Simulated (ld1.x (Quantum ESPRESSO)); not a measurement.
Values are calculated unless marked as measured or tabulated.
**Pseudopotentials across the periodic table**

Generated with ld1.x 7.5 (TM, RRKJ, ultrasoft, PAW), atompaw 4.2 or ONCVPSP 4.0.1. The cutoff is in Ry: for ld1.x and atompaw files where the sum of valence levels is converged to 10 mRy in a Bessel basis, for ONCV files where the hardest occupied wave has 1 mHa per electron of residual kinetic energy. The error is the largest all-electron minus pseudo excitation energy over each file’s own four to seven test configurations (ionisations up to +4, promotions, holes and added fractions of an electron), all of which were solved. The labels leave out finer settings (local radius, basis sizes, second energies), which also bear on the numbers. Spin-polarised tests are not counted. The rows are a selection from randomly drawn settings: files with unsolved tests, undetermined cutoffs or missed reference levels are left out.

A true bound ghost makes a file unfit for plane-wave use even where its test errors are small: the radial tests pick states by their node count and pass the ghost by.

```tsv
element	potential	cutoff (Ry)	largest error (meV)	bound ghosts
N	TM, Wu–Cohen, fully relativistic, rc 1.10/1.10 (sp), local s, core correction yes, reference 2s1 2p4	80	+528	none
Ag	PAW, LDA (PZ), scalar-relativistic, rc 2.10/3.40/1.40 (spd), local smoothed, core correction yes, reference 4d10 5s0 5p1	55	-341	p, s
Sn	TM, PW91, scalar-relativistic, rc 2.00/2.30 (sp), local smoothed, core correction yes, reference 5s1 5p3	12	-29	d
Ba	TM, PBE, scalar-relativistic, rc 3.95/3.85/3.60 (spd), local s, core correction no, reference 5d0 6s1 6p0	6	+629	none
Sm	TM semilocal, PBE, scalar-relativistic, rc 2.95/4.20/2.40/1.20 (spdf), local s, core correction yes, reference 4f6 5d1 6s1 6p0	260	-694	none
```

(1) Fill in the row for Cd: RRKJ, PW91, fully relativistic, rc 1.70/2.40/1.10 (spd), local s, core correction yes, reference 4d10 5s2 5p0.

## Answers

(1) cutoff 140 Ry, largest error -1020 meV, bound ghosts: none.
